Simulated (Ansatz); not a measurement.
Vertical singlet–triplet gap (eV) of eight silicon and germanium compounds: PBE beside PBE0, computed with Ansatz (an electronic-structure program) for isolated molecules in the bases named; differences from unrounded values. The eight are the first of their class met in an unordered collection, after screening for sound electronic states; none was chosen by its value. Functionals give these values as differences of separate SCF runs (ΔSCF), EOM-CCSD as a root; each molecule has one DFT geometry for both levels.

| molecule | basis | PBE0 | PBE | difference |
|---|---|---|---|---|
| Si(H)(F)(vinyl)(OH) (C2H5FOSi), SMILES C=C[SiH](O)F | def2-SVPD | 4.11 | 4.28 | 0.18 |
| Si(H)(Br)(NH2)2 (BrH5N2Si), SMILES N[SiH](N)Br | def2-SVPD | 6.45 | 6.01 | -0.44 |
| C3H7NSi, SMILES CC1=NC[SiH2]1 | def2-TZVPD | 3.50 | 3.48 | -0.02 |
| Si(F)(OH)2(SeH) (FH₃O₂SeSi), SMILES O[Si](O)(F)[SeH] | def2-SVPD | 5.14 | 5.05 | -0.08 |
| GeHFBr₂, SMILES [F][GeH]([Br])[Br] | def2-SVPD | 5.23 | 4.80 | -0.42 |
| C₂H₅ClOSi₂, SMILES O[Si@@H]1[SiH2]C=C1Cl | def2-SVPD | 3.88 | 3.91 | 0.04 |
| CH11N3Si2, SMILES C[Si@H](N)[SiH](N)N | def2-SVPD | 5.12 | 4.59 | -0.53 |
| CH10N2Si3, SMILES N[Si@@]1([SiH3])NC[SiH2]1 | def2-SVPD | 4.59 | 4.19 | -0.39 |

PBE lies below PBE0 in 6 and above it in 2 of the eight; the mean signed difference is -0.21 and the largest -0.53 eV.
